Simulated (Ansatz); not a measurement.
Relaxation of BF₂H₄NO (9 atoms, charge 0, multiplicity 1), to a largest force component of 0.03 eV/Å in at most 50 steps.

The calculation used RHF/cc-pVDZ (Ansatz 0.2.0).

```xyz
9
Properties=species:S:1:pos:R:3
B 0.043 -0.211 0.222
N -0.021 -0.216 1.709
H -0.765 -0.712 2.160
H 0.851 -0.370 2.177
F 1.235 -0.005 -0.331
O -1.000 -0.465 -0.587
H -1.834 -0.528 -0.150
F -0.374 2.275 0.437
H -0.289 1.984 1.295
```

Q: Where does it end, and by what steps?

A: It converged. The force dipped under the threshold on the way, but the program's further checks kept it going. After 14 steps the energy has fallen by 0.231 eV; F8 moved furthest, 0.92 Å.

| step | energy less start (eV) | largest force component (eV/Å) | accepted |
| --- | --- | --- | --- |
| 0 | 0.0000 | 1.814 | yes |
| 1 | -0.0382 | 2.381 | yes |
| 2 | -0.1462 | 1.421 | yes |
| 3 | -0.1775 | 0.571 | yes |
| 4 | -0.2070 | 0.609 | yes |
| 5 | -0.2168 | 0.278 | yes |
| 6 | -0.2215 | 0.080 | yes |
| 7 | -0.2193 | 0.936 | no |
| 8 | -0.2248 | 0.242 | yes |
| 9 | -0.2302 | 0.062 | yes |
| 10 | -0.2308 | 0.064 | yes |
| 11 | -0.2304 | 0.207 | no |
| 12 | -0.2311 | 0.009 | yes |
| 13 | -0.2312 | 0.042 | yes |
| 14 | -0.2312 | 0.023 | yes |

```xyz
9
Properties=species:S:1:pos:R:3
B 0.109 -0.483 0.138
N 0.052 -0.050 1.497
H -0.765 -0.242 2.044
H 0.890 -0.149 2.040
F 1.315 -0.651 -0.405
O -0.959 -0.703 -0.651
H -1.798 -0.513 -0.262
F -0.684 2.683 1.203
H -0.314 1.860 1.328
```

Whether the end is a true minimum wasn't checked by a vibrational analysis.

Run time: 31 s on 1 thread of Arm Neoverse V1 (shared host), peak memory 0.16 GiB.
